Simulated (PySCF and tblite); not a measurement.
The numbers below are computed, except where a source is named.
Stationary points of C6H8O2 at PBE0-D3(BJ)/def2-SVP, in Å:

Structure A

```
 1 C    -2.147   -1.080   -0.352
 2 C    -1.257   -0.132   -0.006
 3 C    -1.678    1.238    0.434
 4 C     0.166   -0.450   -0.060
 5 C     1.167    0.392    0.258
 6 C     2.592    0.032    0.189
 7 O     2.814   -1.228   -0.226
 8 O     3.493    0.783    0.475
 9 H    -1.819   -2.074   -0.670
10 H    -3.224   -0.891   -0.328
11 H    -1.255    2.012   -0.226
12 H    -1.318    1.454    1.453
13 H    -2.771    1.341    0.428
14 H     0.429   -1.460   -0.388
15 H     0.987    1.415    0.593
16 H     3.776   -1.340   -0.228
```

Structure B

```
 1 C    -2.286   -1.012   -0.340
 2 C    -1.313   -0.142   -0.011
 3 C    -1.608    1.255    0.447
 4 C     0.076   -0.575   -0.103
 5 C     1.157    0.172    0.185
 6 C     2.507   -0.401    0.045
 7 O     2.764   -1.524   -0.316
 8 O     3.462    0.486    0.371
 9 H    -2.048   -2.026   -0.671
10 H    -3.342   -0.735   -0.287
11 H    -1.142    1.996   -0.223
12 H    -1.202    1.434    1.455
13 H    -2.688    1.447    0.473
14 H     0.261   -1.602   -0.438
15 H     1.088    1.207    0.526
16 H     4.307    0.029    0.251
```

Structure C

```
 1 C    -2.202   -1.059   -0.437
 2 C    -1.286   -0.135   -0.092
 3 C    -1.662    1.244    0.357
 4 C     0.124   -0.495   -0.161
 5 C     1.160    0.311    0.144
 6 C     2.529   -0.168    0.036
 7 O     2.879   -1.333   -0.338
 8 O     3.558    0.527    0.306
 9 H    -1.902   -2.059   -0.762
10 H    -3.273   -0.843   -0.404
11 H    -1.229    2.008   -0.308
12 H    -1.282    1.446    1.371
13 H    -2.752    1.376    0.367
14 H     0.362   -1.513   -0.490
15 H     1.035    1.342    0.481
16 H     3.941   -0.649   -0.071
```

The path came from a restrained scan, a climbing-image band and a saddle search at GFN2-xTB; energies are CAM-B3LYP/pcSseg-1 + D3(BJ)//PBE0-D3(BJ)/def2-SVP, thermal terms GFN2-xTB.

Task: Which structure is a saddle point, and along which motion?

Result: C: one imaginary mode (1778i cm⁻¹ at GFN2-xTB, mostly on H16), along the shift of hydrogen on O8 from O8 to O7.

Task: Give their symmetry and energies above the lowest.

Result: A Cs, 0.7 kcal/mol; B Cs, 0.0 kcal/mol; C Cs, 33.8 kcal/mol.

Tunnelling of the moving H, left out here, will speed the real process. In real samples such hydrogens mostly exchange between molecules or through solvent, far faster than by this path.
